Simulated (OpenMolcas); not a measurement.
Mn3+, Tc3+, Re3+: d4 down the group

```json
{
 "Program": "OpenMolcas",
 "Method": "XMS-CASPT2, IPEA 0.25 Eh, imaginary shift 0.1 Eh",
 "Basis": "ANO-RCC-VTZP",
 "Scalar Hamiltonian": "DKH2, point nucleus",
 "Spin-orbit coupling": "state interaction with AMFI integrals over the reference wave functions, term energies averaged over their components"
}
```

Active space for each ion: 4 electrons in 10 orbitals (d d); closed shells correlated by CASPT2: Mn3+ 3s 3p; Tc3+ 4s 4p; Re3+ 5s 5p.

Computed levels in cm-1 above 5D0:

```tsv
Level	Mn3+	Tc3+	Re3+
5D1	103	336	2960
5D2	305	929	5850
5D3	597	1701	8330
5D4	971	2610	10340
3P0(1)	22330	15780	15660
3H4	22580	16820	18280
3H5	22820	17650	22490
3P1(1)	22950	17570	21060
3H6	23080	18400	24520
weight of 5D in the lowest level (%)	100	98	71
```

Mixed levels, with the weight of the term that names them: Re3+ 5D0 (71 %), Re3+ 3P0(1) (60 %), Re3+ 3H4 (59 %).

Measured, with the error of the calculation in %. Measured levels: Mn3+ from Corliss and Sugar, J. Phys. Chem. Ref. Data 6, 1253 (1977); Re3+ from the list in Brasseur, Gamrath and Quinet, At. Data Nucl. Data Tables 157, 101636 (2024).

| Level | Mn3+ | Re3+ |
| --- | --- | --- |
| 5D1 | 99.0 (+4.2) | 3084 (-3.9) |
| 5D2 | 287 (+6.3) | 5979 (-2.1) |
| 5D3 | 552 (+8.1) | 8350 (-0.2) |
| 5D4 | 886 (+9.6) | 10121 (+2.1) |
| 3P0(1) | 20654 (+8.1) |  |
| 3H4 | 21281 (+6.1) | 16946 (+7.9) |
| 3H5 | 21475 (+6.3) | 20930 (+7.5) |
| 3P1(1) | 21279 (+7.9) | 19340 (+8.9) |
| 3H6 | 21679 (+6.5) | 22896 (+7.1) |

The fine-structure level 5D4 changes by a factor of 10.6 from Mn3+ to Re3+.

Without spin-orbit coupling 3P(1) lies 22880, 17070, 14610 cm-1 above 5D in that order; the difference to the level 3P0(1), of either sign, comes from spin-orbit coupling, which also lowers the zero.

CASPT2 does not keep the components of a term degenerate, so their means are used; among the terms shown or strongly mixed into the levels shown the widest spread is 1000 cm-1 (5d4 1I, Re3+). Active for correlation alone: 4d; no level in the range computed is led by a configuration that fills it, so any true level of that kind is missing (holds for Mn3+). Active for correlation alone: 5d; no level in the range computed is led by a configuration that fills it, so any true level of that kind is missing (holds for Tc3+). Active for correlation alone: 6d; no level in the range computed is led by a configuration that fills it, so any true level of that kind is missing (holds for Re3+). The CASPT2 spread within a term exceeds the gap to the next term for 5d4 1I and 5d4 1G(1), so the order of their levels is uncertain (holds for Re3+). Measured partners are found by configuration, term and J. A level has none where our copy of the source lacks it or the pairing is in doubt (some pairs that miss far off the trend of their configuration count as doubtful), and it then counts in no deviation. Levels of configurations outside the active space are missing.

A number in round brackets counts repeated terms of one configuration in the order of the reference energies.
